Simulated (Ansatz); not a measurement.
`C=[C]([GaH2])[SnH3]` + H₂ → `C=[CH][GaH2]` + `[SnH4]` at 600 K and 1 bar (hydrogenolysis of a C–Sn bond).

Program: Ansatz. Geometries: PBE0-D4/def2-TZVP. ΔE: electronic, gas phase. CCSD(T)/CBS adds triple-zeta CCSD(T) − MP2 to the extrapolated MP2 energy (def2 sets, frozen cores). This one scheme is used for every species. def2 core potentials past Kr. For Ga, Sn outer-core shells are correlated without core-valence functions, which leaves a few kJ/mol of doubt a bond. Scalar relativity is left out up to krypton.

| species | CCSD(T)/CBS energy (Eh) | H − E (kJ/mol) | S (J/(mol·K)) |
| --- | --- | --- | --- |
| `C=[C]([GaH2])[SnH3]` | -2218.21223 | 240.6 | 485.3 |
| H₂ | -1.17544 | 43.9 | 150.8 |
| `C=[CH][GaH2]` | -2003.00582 | 189.2 | 364.0 |
| `[SnH4]` | -216.39156 | 98.5 | 271.3 |

H − E and S are ideal-gas, rigid-rotor, harmonic terms from PBE0-D4/def2-TZVP. For small species the MP2-based limit differs from directly extrapolated CCSD(T) by up to some mEh (0.8 for H₂); such offsets cancel only in part. 1 Eh = 2625.50 kJ/mol, R = 8.31446 J/(mol·K).

Question: By hand: ΔE, ΔH, ΔS and ΔG.

Answer: ΔE = (-2003.00582) + (-216.39156) − (-2218.21223) − (-1.17544) = -0.00971 Eh = -25.5 kJ/mol. Δ(H − E) = 189.2 + 98.5 − 240.6 − 43.9 = 3.2, so ΔH = -22.3 kJ/mol. ΔS = 364.0 + 271.3 − 485.3 − 150.8 = -0.8 J/(mol·K). ΔG = -22.3 − 600 × (-0.8)/1000 = -21.8 kJ/mol.

Question: By hand: the equilibrium constant, and the temperature at which ΔG would vanish if ΔH and ΔS stayed fixed.

Answer: log₁₀ K = −ΔG/(RT ln 10) = 1.9. ΔG = 0 at ΔH/ΔS = 27875 K, far beyond where these terms or the molecules hold.

The number of gas molecules stays the same, so ΔS is small and ΔH decides. A doubt of 5 kJ/mol in ΔE shifts log₁₀ K by 0.4 here. These are equilibria of isolated gas molecules and say nothing of rates. Largest T1 diagnostic: 0.013 (customary marks: 0.02 for closed shells, 0.045 for open ones).
